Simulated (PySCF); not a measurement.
WH5, SMILES [WH5] (connectivity only; charge and spin as stated), neutral, multiplicity 2. Atoms are numbered in the order given.

```xyz
6

W      0.0000     0.0000    -0.0187
H     -1.4651     0.0000    -0.9221
H      0.0000     1.4926     0.7826
H      1.4651     0.0000    -0.9221
H      0.0000     0.0000     1.6606
H      0.0000    -1.4926     0.7826
```
Charge 0, spin multiplicity 2.

The structure is a stationary point at B3LYP-D3(BJ)/def2-TZVPD. The multiplicity is an assumed one; other spin states were not compared. The def2 effective core potentials stand for the cores of W; spin–orbit coupling is left out.

Level of theory: CAM-B3LYP/def2-TZVPD (PySCF).

Gas-phase values at a fixed geometry.

Computed frontier levels, dipole moment and polarisability:
```json
{
  "α spin, highest occupied and lowest empty level": "-8.02 and -1.54 eV",
  "β spin, highest occupied and lowest empty level": "-9.68 and -1.33 eV",
  "dipole_moment": "0.90 D",
  "quadrupole, principal values (traceless, Buckingham form, about the centre of nuclear charge)": "-0.86, -0.22, 1.08 D·Å",
  "mean_static_polarisability": "51.8 bohr³ (7.67 Å³)",
  "polarisability_principal_values": "49.0, 51.2, 55.2 bohr³",
  "⟨S²⟩": "0.758 (pure state 0.75)"
}
```
